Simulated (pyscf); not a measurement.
Structures and frequencies: ωB97X-D3(BJ)/def2-SVP in PySCF. Singlets are restricted, triplets unrestricted.

Singlet (Å):
```xyz
11

Si     1.2198    -0.9318    -2.0021
S      0.6327     0.2879    -0.3369
Ge    -1.2086     1.2007    -1.2276
S     -1.8477     2.4806     0.4816
Si    -0.4387     2.2280     2.0859
H      1.2443    -2.3612    -1.5904
H      0.2328    -0.7399    -3.1033
H      2.5751    -0.5282    -2.4640
H     -0.9346     3.1121     3.1765
H     -0.4148     0.8183     2.5566
H      0.9222     2.6592     1.6722
```

Triplet (Å):
```xyz
11

Si    -2.8864    -1.4991     1.1764
S     -1.4061    -0.4998     2.3837
Ge     0.3458    -1.4008     1.3563
S      0.9868    -0.4973    -0.5699
Si     2.0652     1.1405     0.3260
H     -2.8693    -2.9629     1.4388
H     -2.6265    -1.2383    -0.2648
H     -4.2043    -0.9274     1.5725
H      1.1777     1.8803     1.2629
H      2.4832     2.0290    -0.7950
H      3.2636     0.6397     1.0503
```

Question: For these two minima of H₃Si–S–Ge:–S–SiH₃ (SMILES [SiH3][S][Ge][S][SiH3]), which spin state lies lower at ωB97X-D3(BJ)/def2-TZVP, and by how much (electronic energies)?

Answer: The singlet, by 47.6 kcal/mol. Zero-point energy shifts E(triplet) − E(singlet) by -0.2 kcal/mol. The 7 functionals that were run give +40.0 (M06-2X) to +47.7 kcal/mol (ωB97M-D3(BJ)/def2-TZVP). Other isomers of H₃Si–S–Ge:–S–SiH₃ [singlet] were not searched in full and may lie lower. 

E(triplet) − E(singlet) by level (kcal/mol):

```csv
level,gap
ωB97X-D3(BJ)/def2-TZVP,+47.6
PBE/def2-TZVP,+44.2
r²SCAN/def2-TZVP,+41.5
B3LYP-D3(BJ)/def2-TZVP,+46.8
PBE0-D3(BJ)/def2-TZVP,+43.2
M06-2X/def2-TZVP,+40.0
ωB97M-D3(BJ)/def2-TZVP,+47.7
HF/def2-TZVP,+30.8
```

The triplet is the lowest one reached from the SCF start used. Elements up to Kr have no core potential and no relativistic terms here.
